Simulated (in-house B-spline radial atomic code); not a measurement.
# RPA correlation on LDA exchange-only: neutral ytterbium

Configuration [Xe] 4f14 6s2, mean-field start LDA exchange-only. Computed with an all-electron radial atomic-structure program (B-spline basis): all electrons, scalar-relativistic (spin-free one-electron X2C), finite nucleus, each spin shell either full or empty, empty states to l = 9 with an (l + 1/2)⁻⁴ tail; G0W0 by contour deformation at full frequency.

Without the two-electron picture change, the correlation of inner shells comes somewhat too large for so heavy an element.

The highest G0W0 level has too low a weight to be given.

Command:
```bash
python run_gw.py task.json out
```
Settings (radii: box in bohr, nucleus in fm):
```
Z                        70
electrons                70
configuration            [Xe] 4f14 6s2
hamiltonian              x2c
method                   lda,
lmax                     9
rms_radius               5.3108
spin_polarised           False
box_radius               40
intervals                72
ion_configuration        [Xe] 4f14 6s1
```

Time taken, with all properties: 26 s on 1 thread of Arm Neoverse N1, with other jobs on the host.

Energies (hartree):

```csv
term,value
mean-field total,-14043.29514
Hartree-Fock functional on these orbitals,-14054.54918
direct second order,-8.4747
second-order exchange,2.0226
SOSEX correction,1.7748
```

Question: What is the RPA correlation energy, and what remains with SOSEX?

Answer: RPA gives -6.5931 hartree (-2.56 eV per electron); RPA + SOSEX gives -4.8183, and the second-order doubles -6.4521 hartree (no singles). SOSEX takes back 27 % of the RPA value.

Question: What does it cost to remove one electron (to [Xe] 4f14 6s1) by differences of total energies, each species on its own start (correlation terms add to the Hartree-Fock functional)?

Answer: LDA exchange-only 5.475 eV, Hartree-Fock functional 4.919 eV, + RPA 6.651 eV, + RPA + SOSEX 6.272 eV, + second order 8.444 eV. Tabulated: 6.254 eV (NIST, measured); the calculation leaves out spin-orbit coupling, Breit and QED terms, and what these don't explain is the method's own error.
